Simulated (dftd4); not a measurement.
C$_{4}$H$_{9}$O$_{2}$Si (SMILES C=C[Si](OC)OC), doublet, at a GFN2-xTB geometry; dftd4 with D4 for hf.

The dftd4 input:
```
$ dftd4 mol.xyz --func hf --charge 0 --json dftd4.json --noedisp

# file mol.xyz
16

C     -2.63976547    -0.71890640    -0.36072929
C     -1.40115394    -1.13608991    -0.07651608
Si    -0.02884822    -0.05590286     0.56748430
O      1.46502206    -0.42122896    -0.00209172
C      2.07250668    -1.66693517    -0.13660589
O     -0.18585370     1.54567283     0.41857635
C      0.27300157     2.38939802    -0.61026395
H     -2.88901294     0.32823208    -0.37991117
H     -3.43262705    -1.40506812    -0.61117153
H     -1.22715998    -2.20654713    -0.03935828
H      2.15672978    -2.16647299     0.83210851
H      3.07155826    -1.50924196    -0.54551187
H      1.50479701    -2.31004468    -0.81367072
H      0.28866065     3.40677451    -0.21857773
H      1.27557955     2.10541813    -0.93099455
H     -0.40553005     2.33924027    -1.46487842
```

Predict the main parts of the log of this dftd4 run.


```
                    ____  _____ _____     ____  _  _
      -------------|  _ \|  ___|_   _|---|  _ \| || |------------
     |             | | | | |_    | | ___ | | | | || |_           |
     |             | |_| |  _|   | ||___|| |_| |__   _|          |
     |             |____/|_|     |_|     |____/   |_|            |
     |             ===================================           |
     |            E. Caldeweyher, S. Ehlert & S. Grimme          |
     |          Mulliken Center for Theoretical Chemistry        |
     |                    University of Bonn                     |
      -----------------------------------------------------------

Rational (Becke-Johnson) damping: hf-D4-ATM
---------------------
  s6         1.0000
  s8         1.6168
  s9         1.0000
  a1         0.4496
  a2         3.3574
 alp        16.0000
--------------------

Dispersion energy:      -4.7000188125524E-02 Eh

[Info] JSON dump of results written to 'dftd4.json'
```
